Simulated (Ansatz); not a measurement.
Born–Oppenheimer molecular dynamics of C3H8BNO (14 atoms, charge 0, multiplicity 1). It starts from a relaxed structure.

Theory: RKS PBE0/STO-3G (Ansatz).

* ensemble: NVE (velocity Verlet)
* time step: 0.25 fs
* steps asked: 500
* starting velocities drawn for: 50 K
* seed: 156607

First frame:

```xyz
14
Properties=species:S:1:pos:R:3
C 0.096 -2.283 0.512
O -0.339 -0.903 0.341
C 0.618 -0.262 -0.557
B 0.321 1.259 -0.829
C -0.715 2.116 -0.039
N -1.046 1.768 1.194
H 0.121 -2.844 -0.445
H -0.633 -2.767 1.184
H 1.103 -2.357 0.973
H 1.657 -0.310 -0.146
H 0.685 -0.800 -1.530
H 0.945 1.782 -1.678
H -1.113 3.038 -0.509
H -1.713 2.533 1.560
```

Task: How far do the bonds stretch over the last three quarters of this one trajectory? (Pairs bonded in most of those frames.)

Result: 
| bond | mean (Å) | spread (Å) | shortest | longest |
| --- | --- | --- | --- | --- |
| C1–O2 | 1.457 | 0.008 | 1.44 | 1.47 |
| C1–H7 | 1.110 | 0.005 | 1.10 | 1.12 |
| C1–H8 | 1.104 | 0.004 | 1.09 | 1.11 |
| C1–H9 | 1.109 | 0.005 | 1.10 | 1.12 |
| O2–C3 | 1.462 | 0.008 | 1.45 | 1.48 |
| C3–B4 | 1.575 | 0.011 | 1.56 | 1.59 |
| C3–H10 | 1.118 | 0.008 | 1.11 | 1.13 |
| C3–H11 | 1.115 | 0.006 | 1.11 | 1.13 |
| B4–C5 | 1.559 | 0.009 | 1.54 | 1.58 |
| B4–H12 | 1.177 | 0.007 | 1.17 | 1.19 |
| C5–N6 | 1.323 | 0.004 | 1.31 | 1.33 |
| C5–H13 | 1.109 | 0.013 | 1.09 | 1.13 |
| N6–H14 | 1.079 | 0.003 | 1.07 | 1.08 |

Mean temperature of the second half: 26 K. The conserved energy stayed within 0.0087 meV per atom of its start (net change 0.0037 meV per atom), so the integration is sound. Over the second half the temperature averaged 0.53 of the 50 K drawn at the start: a run that starts near a minimum puts about half its kinetic energy into the potential. A run of 0.12 ps of so small a system gives no equilibrium averages. Limits of this set-up: minimal basis.

Run time: 8.7 min on 1 thread of Intel(R) Xeon(R) 6975P-C (Granite Rapids), with other jobs on the host, peak memory 0.1 GiB.
